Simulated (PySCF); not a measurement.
## Fractional electron number in Zn⁺ (zinc, charge +1)

The 4s alpha orbital of [Ar] 3d10 4s1 is emptied in steps (occupation f), with all orbitals relaxed, ending at [Ar] 3d10. Calculation: PySCF 2.14, in aug-cc-pVTZ-PP with ECP10MDF (6s6p5d3f2g, 88 functions); scalar relativity through the core potential. The exact energy is a straight line in f; departures are measured from the line between the end points of the same method.

| f | UHF (eV) | LDA (eV) | PBE (eV) |
| --- | --- | --- | --- |
| 1 | 0.000 | 0.000 | 0.000 |
| 0.8 | 0.018 | -0.680 | -0.675 |
| 0.6 | 0.026 | -1.020 | -1.017 |
| 0.4 | 0.026 | -1.018 | -1.022 |
| 0.2 | 0.017 | -0.676 | -0.684 |
| 0 | 0.000 | 0.000 | 0.000 |

Q: For LDA, how does the orbital energy at f = 1 compare with the removal energy?

A: −ε = 14.778 eV against a total-energy difference of 19.018 eV. By Janak's theorem ε = ∂E/∂f, so the gap between them reflects the curvature. Along the path −ε is 16.466 (f = 0.8), 18.171 (f = 0.6), 19.879 (f = 0.4), 21.573 (f = 0.2) eV.

| method | E(f=0) − E(f=1) (eV) | −ε at f=1 (eV) | −ε at f=0.4 (eV) |
| --- | --- | --- | --- |
| UHF | 16.848 | 16.961 | 16.825 |
| LDA | 19.018 | 14.778 | 19.879 |
| PBE | 18.670 | 14.470 | 19.497 |

Reference removal energy between the ground levels: 17.964 eV (measured; NIST Atomic Spectra Database, ionization energies). UHF lacks correlation.
